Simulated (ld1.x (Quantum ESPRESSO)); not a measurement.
# Before and after: TM potential for S

- Element: sulfur (S)
- Generator: ld1.x (Quantum ESPRESSO) 7.5
- Type: norm-conserving Troullier–Martins (Kleinman–Bylander form)
- Functional: PW91
- Relativity: scalar-relativistic
- Frozen core: [Ne]
- Valence charge: 6
- Reference configuration: 3s2 3p4
- Partial waves: 3s (bound): rc 1.45 bohr; 3p (bound): rc 1.80 bohr; 3d channel at -0.1 Ry: rc 1.65 bohr
- Local potential: all-electron potential smoothed inside 1.40 bohr (lloc = -1)
- Core correction: none

Change: local potential all-electron potential smoothed inside 1.88 bohr (lloc = -1).

Cutoffs: the cutoffs (Ry, on a coarse ladder) from which the occupation-weighted sum of valence levels, in a spherical-Bessel basis at the reference potential, stays within 10 and 1 mRy of its value at 400 Ry; they do not see the model core or the augmentation charge, which bear on the density cutoff. Errors are all-electron minus pseudo energies relative to the spin-unpolarised reference configuration.

Problem. Predict the effect on cutoff, ghosts and configuration errors.

Solution. The potential gets harder (30 Ry and 60 Ry → 35 Ry and 60 Ry); of the 7 tests that both files solve, the error grows in 0 and shrinks in 4 by more than 15 % and 0.3 meV (median size 3.5 → 2.3 meV); neither file shows a bound ghost. That the errors move this way runs against the usual rule that smaller radii transfer better.

```tsv
quantity	base	changed
cutoff, loose	30 Ry	35 Ry
cutoff, tight	60 Ry	60 Ry
bound ghosts	none	none
error for 3s2 3p3, meV [ΔE 11.82 eV]	+3.5	+2.3
error for 3s2 3p2, meV [ΔE 34.17 eV]	+27	+20
error for 3s2 3p1, meV [ΔE 68.29 eV]	+99	+78
error for 3s1 3p4, meV [ΔE 22.70 eV]	+7.7	+5.6
error for 3s2 3p4.3, meV [ΔE -1.72 eV]	+0.3	+0.3
error for 3s2 3p3.5, meV [ΔE 4.68 eV]	+0.4	+0.2
error for 3s1 3p5, meV [ΔE 10.31 eV]	+1.0	+0.8
```
